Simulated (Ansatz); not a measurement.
Compare A (`OC[SiH2][SiH2]O`) with its isomer B (`C[Si](O)(O)[SiH3]`).

Calculated with Ansatz (gas phase, PBE0-D4/def2-TZVP geometries, no zero-point term in ΔE). CBS: MP2 limit from def2 TZ/QZ plus the TZ coupled-cluster correction, frozen cores. Functionals use def2-TZVPP. B3LYP here is the variant with VWN-RPA as its local correlation; programs differ in this. One conformer a species, not always the lowest.

(1) Which is lower in electronic energy at CCSD(T)/CBS, and by how much? (Estimate.)

(2) Give E(B) − E(A) in kcal/mol with B3LYP-D4, HF/def2-TZVPP, ωB97M-V, PBE0-D4, CCSD(T)/def2-TZVPP, MP2/def2-TZVPP, B3LYP. (Best estimate.)

Largest T1 diagnostic: 0.012.

## Answers

(1) Computed: B, by 56.0 kcal/mol.

(2) Ansatz gave: B3LYP-D4 -54.7, HF/def2-TZVPP -55.3, ωB97M-V -55.5, PBE0-D4 -53.9, CCSD(T)/def2-TZVPP -55.5, MP2/def2-TZVPP -57.5, B3LYP -53.8. None reverses the order clearly.

From PBE to PBE0 (25 % exact exchange), in def2-TZVPP and without D4, E(B) − E(A) moves by −1.5 kcal/mol. The D4 term adds −0.9 kcal/mol with B3LYP and −0.5 kcal/mol with PBE0; it sums over pairs of atoms, weighted by their polarisabilities, and B3LYP, whose exchange is more repulsive, gets the larger term.
